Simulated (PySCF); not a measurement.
# Vertical excitation energies

Species: C₇H₁₂F (charge +1).
SMILES with atom numbers: `[CH3:1][C+:2]([CH2:3][CH2:4][F:5])[CH:6]1[CH2:7][CH2:8]1` (hydrogens: H9, H10, H11 on C1; H12, H13 on C3; H14, H15 on C4; H16 on C6; H17, H18 on C7; H19, H20 on C8)

Computed with TDDFT PBE0/def2-SVPD, vertical, gas phase, core orbitals frozen in the response (PySCF). The structure is a single GFN2-xTB conformer in the gas phase; no vibrational or solvent corrections. Torsions of this conformer, `[CH3:1][C+:2]([CH2:3][CH2:4][F:5])[CH:6]1[CH2:7][CH2:8]1`: C1–C2–C3–C4 69°, C2–C3–C4–F5 63°, C1–C2–C6–C7 149°.

List the vertical singlet excitations with oscillator strengths and describe the spectrum.

```json
{"state": "S1", "E (eV)": "4.93", "λ (nm)": "251.4", "f": "0.0045", "|μ| (D)": "0.49", "main configurations (H = HOMO, L = LUMO)": "H-1→L (88%)"}
{"state": "S2", "E (eV)": "5.17", "λ (nm)": "239.7", "f": "0.084", "|μ| (D)": "2.07", "main configurations (H = HOMO, L = LUMO)": "H→L (54%), H-2→L (44%)"}
{"state": "S3", "E (eV)": "5.29", "λ (nm)": "234.4", "f": "0.078", "|μ| (D)": "1.97", "main configurations (H = HOMO, L = LUMO)": "H-2→L (39%), H-3→L (26%), H→L (23%)"}
{"state": "S4", "E (eV)": "5.95", "λ (nm)": "208.5", "f": "0.224", "|μ| (D)": "3.15", "main configurations (H = HOMO, L = LUMO)": "H-3→L (54%), H→L (14%), H-2→L (11%)"}
{"state": "S5", "E (eV)": "6.14", "λ (nm)": "202.0", "f": "0.019", "|μ| (D)": "0.91", "main configurations (H = HOMO, L = LUMO)": "H-5→L (80%), H-4→L (11%)"}
{"state": "S6", "E (eV)": "6.18", "λ (nm)": "200.6", "f": "0.063", "|μ| (D)": "1.64", "main configurations (H = HOMO, L = LUMO)": "H-4→L (84%)"}
```

Triplets (Tamm–Dancoff): T1 3.92 eV, H→L (78%), H-3→L (12%); T2 4.48 eV, H-1→L (52%), H-2→L (40%).

The lowest singlet comes at 251 nm (476 kJ/mol) in the ultraviolet; it is very weak; its leading configuration is HOMO-1→LUMO (88%). The most intense listed level is S4 at 5.95 eV (209 nm, f = 0.224), 1.01 eV above S1. Löwdin shares by element: HOMO carbon 43% or more, fluorine 15% (atoms not listed hold the other 41%); LUMO carbon 70% or more (atoms not listed hold the other 30%). Weighted by f, the mean energy of these states is 5.73 eV. The listed states span 1.25 eV, and the widest gap between neighbours is 0.66 eV (S3 to S4). The oscillator strengths of these states sum to 0.473; summed over the whole spectrum of an exact calculation they would give the number of electrons, 62 (Thomas–Reiche–Kuhn). Singlets were solved by full linear response, triplets in the Tamm–Dancoff approximation.
